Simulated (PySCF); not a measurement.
## What settings do to a single point of [Pr(H2O)4]3+

The sound run of [Pr(H2O)4]3+ (singlet in the valence; each metal's 4f electrons, 2 of them, lie in its core potential, out of spins and levels) uses PySCF 2.14.0, RKS PBE, Pr lcecp-1-SVP with ECP48, O def2-SVP, H def2-SVP; non-relativistic Hamiltonian with scalar-relativistic core potentials where named; density fitting; no spin-orbit coupling, grid (50, 194), threshold 1e-8 Eh and 55 cycles, at the relaxed geometry:

```xyz
13

Pr   -0.0001    0.0000    0.0000
O     1.4311    1.3886    1.3267
H     2.2374    1.1261    1.8447
H     1.3737    2.3682    1.4826
O    -1.4317   -1.3264    1.3886
H    -1.3734   -1.4830    2.3684
H    -2.2370   -1.8452    1.1262
O     1.4311   -1.3886   -1.3267
H     1.3737   -2.3682   -1.4826
H     2.2374   -1.1261   -1.8447
O    -1.4317    1.3264   -1.3886
H    -2.2370    1.8452   -1.1262
H    -1.3734    1.4830   -2.3684
```

There Pr1 has a Mulliken charge of 1.67 e and the dipole about the centre of mass is 0.01 D. Each run below changes one thing and starts from free metal ions and neutral atoms unless it says otherwise; with 55 cycles, smearing, a level shift and second-order steps follow where DIIS fails, and their cycles count. Energy shifts count from the sound run. On f atoms grids over 110 angular points are at least (60, 302).

```tsv
change	outcome	cycles	energy shift (eV)	largest force component (eV/Å)	charge on Pr1 (e)	dipole about the centre of mass (D)
start from a density of up to 30 smeared cycles (not counted)	converged	6	0.0000	0.02	1.67	0.01
grid (30, 86)	converged	10	0.19	0.08	1.67	0.01
O2 put 1.1 Å from Pr1, limit 80 cycles	converged	19	54.74	132.34	0.88	1.36
threshold 1e-06	converged	9	0.0000	0.02	1.67	0.01
```

How does the run with this change end: spin (2S) set to 1, limit 96 cycles?

outcome refused.

Unsound on purpose, so not properties of the compound: O2 put 1.1 Å from Pr1, limit 80 cycles.

Forces carry noise of the integration grid, about 0.01 to 0.03 eV/Å.

An lcecp potential fixes the number of 4f electrons, so in runs with it no electron can move into or out of that shell.
